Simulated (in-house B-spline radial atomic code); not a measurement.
**PBE0 excitations of the lutetium ion Lu³⁺**

Method: PBE0. Computed with an all-electron radial atomic-structure program (B-spline basis): linear response of the closed shell [Xe] 4f14 with the functional's adiabatic kernel; scalar-relativistic (spin-free one-electron X2C), finite nucleus, no spin-orbit coupling, no double excitations, S, P, D and F terms only; shells from n = 3 respond. Only terms of natural parity with L up to 3 were computed.

Spin-orbit coupling is strong here, so these LS terms don't match observed levels.

Command:
```bash
python run_td.py task.json out
```
Settings (radii: box in bohr, nucleus in fm):
```
Z                        71
electrons                68
configuration            [Xe] 4f14
hamiltonian              x2c
method                   pbe0
box_radius               23.08
rms_radius               5.37
intervals                71
```

Cost of the run: 9.6 s on 1 thread of Arm Neoverse N1 (shared host).

The lowest states, in the order of their Tamm-Dancoff energies; the method's threshold (minus the highest occupied level) is 39.56 eV. Labels give the largest channel, * marks a mixed state, and oscillator strengths are full-response dipole values. Semilocal kernels can invert the small singlet-triplet splittings of Rydberg terms. Energies in eV:

```
     state  full response  Tamm-Dancoff  oscillator strength
4f → 5d 3P         11.306        11.375                    -
4f → 5d 3F         11.861        11.893                    -
4f → 5d 1F              ?             ?                    -
4f → 6s 3F         13.400        13.406                    -
4f → 6s 1F         13.540        13.543                    -
4f → 5d 1P         13.520        13.881                0.171
4f → 6p 3D         19.773        19.779                    -
4f → 6p 1D         20.024        20.035                    -
4f → 7s 3F         27.313        27.314                    -
4f → 7s 1F         27.350        27.351                    -
4f → 6d 3P         27.532        27.542                    -
4f → 6d 3F         27.653        27.659                    -
4f → 6d 1F         27.758        27.760                    -
4f → 6d 1P         27.871        27.903              0.00407
4f → 5f 3S         29.220        29.228                    -
4f → 5f 3D              ?             ?                    -
4f → 5f 1D         29.502        29.508                    -
4f → 7p 3D         29.541        29.542                    -
4f → 7p 1D         29.617        29.621                    -
4f → 5f 1S          30.10         30.22                    -
5p → 5d 3P          31.44         31.53                    -
5p → 5d 3F          31.91         32.00                    -
```

Task: Where does 4f → 5f 3D lie?

Result: At 29.377 eV in full response, 29.379 eV in Tamm-Dancoff.

Task: Where does 4f → 5d 1F lie?

Result: At 12.417 eV in full response, 12.425 eV in Tamm-Dancoff.

Task: How large is the singlet-triplet splitting of 4f → 5d (F terms) in Tamm-Dancoff?

Result: 0.532 eV, from the unrounded values.

Task: What polarisabilities and dispersion coefficient does the method give?

Result: Dipole 4.419 bohr³, quadrupole 8.108 bohr⁵, C6 21.86 hartree·bohr⁶ for two such species.
